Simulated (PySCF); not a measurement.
HClSi, charge +1, doublet, at a GFN2-xTB geometry (a state made from the parent by changing its charge; the spin is typed, not shown lowest). Base run: M062X/cc-pVDZ (PySCF).

Here is a job for PySCF.
```python
from pyscf import gto, scf, dft

mol = gto.Mole()
mol.atom = '''
    Si    0.86135093   -0.21951955    0.44274278
    H     2.20871354   -0.51186238   -0.05259738
    Cl   -0.83927215    0.21089035   -0.36151774
'''
mol.basis = 'cc-pvdz'
mol.charge = 1
mol.spin = 1
mol.verbose = 4
mol.build()

mf = dft.UKS(mol)
mf.xc = 'm062x'
mf.kernel()
mf.analyze()
```

Each row names what was changed in the base input (with any setting that the change needs).

```json
[
 {"change": "base", "ΔE vs base (µEh)": "0.0", "grid points": "47872", "electrons on the grid": "31.00000"},
 {"change": "grids.level = 4", "ΔE vs base (µEh)": "3.4", "grid points": "73320", "electrons on the grid": "31.00000"},
 {"change": "grids.level = 7", "ΔE vs base (µEh)": "-2.4", "grid points": "222456", "electrons on the grid": "31.00000"},
 {"change": "small_rho_cutoff = 0", "ΔE vs base (µEh)": "0.0", "grid points": "47872", "electrons on the grid": "31.00000"},
 {"change": "grids.prune = dft.gen_grid.sg1_prune", "ΔE vs base (µEh)": "22.0", "grid points": "17168", "electrons on the grid": "31.00001"},
 {"change": "grids.atom_grid = (99, 590)", "ΔE vs base (µEh)": "4.9", "grid points": "93152", "electrons on the grid": "31.00000"},
 {"change": "grids.level = 5", "ΔE vs base (µEh)": "-3.3", "grid points": "110144", "electrons on the grid": "31.00000"},
 {"change": "grids.atom_grid = (50, 194)", "ΔE vs base (µEh)": "178", "grid points": "19408", "electrons on the grid": "30.99999"},
 {"change": "grids.radi_method = mura_knowles", "ΔE vs base (µEh)": "3.4", "grid points": "44544", "electrons on the grid": "31.00000"},
 {"change": "grids.level = 1", "ΔE vs base (µEh)": "176", "grid points": "15200", "electrons on the grid": "30.99999"},
 {"change": "grids.atom_grid = (30, 110)", "ΔE vs base (µEh)": "7258", "grid points": "7360", "electrons on the grid": "30.99993"}
]
```

Open shells are given as the SCF converged; they aren't shown to be the lowest states, and a large step between rows can be another state.
